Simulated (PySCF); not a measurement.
Basis and Hamiltonian dependence of the excitation energy of Sc

Sc [Ar] 3d1 4s2 (2D) → Sc [Ar] 3d1 4s1 4p1 (high-spin determinant). Calculated with PySCF 2.14 from differences of total energies of unrestricted determinants, without spin-orbit coupling. Values in eV.

| basis | Hamiltonian | functions | UHF | LDA | PBE0 | MP2 (valence) | CCSD(T) (valence) | CCSD(T) (valence and next inner shell) |
| --- | --- | --- | --- | --- | --- | --- | --- | --- |
| aug-cc-pVDZ | non-relativistic | 59 | 0.942 | 1.992 | 1.701 | 1.534 | 1.778 | n/a |
| x2c-TZVPPall | spin-free X2C | 64 | 0.989 | 2.050 | 1.753 | 1.623 | 1.834 | 1.994 |
| def2-TZVPPD | non-relativistic | 67 | 0.919 | 1.989 | 1.689 | 1.551 | 1.762 | 1.920 |
| aug-cc-pVTZ-DK | spin-free X2C | 93 | 0.955 | n/a | n/a | 1.597 | 1.805 | n/a |
| x2c-QZVPPall | spin-free X2C | 96 | 0.957 | 2.019 | 1.724 | 1.605 | 1.808 | 1.967 |
| dyall-av2z | non-relativistic | 101 | 0.922 | 1.993 | 1.689 | 1.527 | 1.753 | n/a |
| aug-cc-pwCVTZ | non-relativistic | 127 | 0.920 | 1.991 | 1.690 | 1.566 | n/a | n/a |
| aug-cc-pwCVTZ-DK | spin-free X2C | 127 | 0.955 | 2.021 | 1.725 | 1.603 | n/a | n/a |
| aug-cc-pwCVTZ-DK with one added diffuse shell each of s, p, d, f, g type | spin-free X2C | 152 | 0.955 | 2.021 | 1.725 | 1.603 | n/a | n/a |

Task: Estimate the row for aug-cc-pVTZ (non-relativistic, 93 functions).

Result: From the rows with the same Hamiltonian and similar size; the calculation gives UHF 0.92; LDA 1.99; PBE0 1.69; MP2 (valence) 1.56; CCSD(T) (valence) 1.77 (eV).

Frozen in the all-electron rows: valence: [Ar]; valence and next inner shell: [Ne].

One determinant mixes LS terms of the configuration, so the numbers do not refer to single terms. Non-relativistic rows lack the scalar-relativistic shift.
